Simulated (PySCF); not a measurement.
# Orbital energies and ionisation energy

Species: C5H11As.
Structure used (PBE0-D3(BJ)/def2-SVP), in Å, numbered top down from 1:
```xyz
17
C5H11As angstrom
C      1.9547   -0.7792    0.4454
C      1.0883   -0.3265   -0.4654
C     -0.3355    0.0789   -0.2440
C     -1.2402   -0.5987   -1.2759
C     -0.8344   -0.1963    1.1693
As    -0.5115    2.0682   -0.5493
H      1.6903   -0.8979    1.4992
H      2.9766   -1.0428    0.1623
H      1.4278   -0.2384   -1.5056
H     -2.2816   -0.2508   -1.1880
H     -1.2334   -1.6911   -1.1261
H     -0.9023   -0.4022   -2.3057
H     -0.2419    0.3350    1.9297
H     -0.7750   -1.2750    1.3916
H     -1.8843    0.1134    1.2835
H      0.3003    2.0872   -1.8419
H      0.7070    2.4482    0.2845
```

Level: PBE0/def2-SVPD (PySCF). Frontier orbitals with their largest atomic shares (Löwdin; up to four atoms above 4 %):

```json
{"orbital": "HOMO−3", "ε (eV)": "-9.52", "main atoms": "C2 18 %, C3 18 %, C5 16 %, C1 11 %"}
{"orbital": "HOMO−2", "ε (eV)": "-8.78", "main atoms": "As6 20 %, C3 18 %, C2 10 %, C5 10 %"}
{"orbital": "HOMO−1", "ε (eV)": "-8.09", "main atoms": "As6 32 %, C2 17 %, C1 15 %, C3 11 %"}
{"orbital": "HOMO", "ε (eV)": "-6.68", "main atoms": "?"}
{"orbital": "LUMO", "ε (eV)": "-0.22", "main atoms": "As6 28 %, C1 17 %, C2 16 %, C3 8 %"}
{"orbital": "LUMO+1", "ε (eV)": "0.43", "main atoms": "As6 25 %, C1 12 %, C2 12 %, H16 11 %"}
{"orbital": "LUMO+2", "ε (eV)": "0.76", "main atoms": "As6 51 %, H17 16 %, H16 10 %, C4 6 %"}
```

What vertical ionisation energy does ΔSCF give, and how far is −ε(HOMO) from it?

ΔSCF: 8.48 eV (818 kJ/mol; threshold wavelength 146 nm); ⟨S²⟩ of the doublet left behind is 0.767, against 0.75 for a pure doublet. −ε(HOMO) is 6.68 eV, 1.80 eV below it. For the exact functional −ε(HOMO) would equal the first vertical ionisation energy; PBE0 (global hybrid, 25 % exact exchange) falls short of its own ΔSCF value by 21 %. Holes in the HOMO−1 and HOMO−2 were tried too where these lie within 1.2 eV of the HOMO; the lowest converged state counts.

On which atoms does the HOMO lie?

As6 (arsenic bonded to C and 2 H) 39 %, C1 (terminal =CH2 carbon) 21 %, C2 (alkene CH carbon) 17 %, C3 (allylic carbon) 9 %, so no atom holds as much as 40 %. The HOMO−1 lies 1.41 eV lower.

What kinetic energy would electrons from this vertical process carry with 118.2 nm light (10.49 eV)?

10.49 − 8.48 = 2.01 eV.

With α = 96.7 au, estimate the like-pair dispersion coefficient by London's formula C6 = (3/4)α²I.

I = 0.3115 Eh, so C6 ≈ 2190 au, a rough estimate.

How many of the 10 lowest singlet excitations (vertical TDDFT, same level) lie below the ionisation energy?

All 10; they run from 5.62 to 7.60 eV.

Geometry: PBE0-D3(BJ)/def2-SVP, one conformer, isolated molecule. The calculation is non-relativistic, for arsenic too.
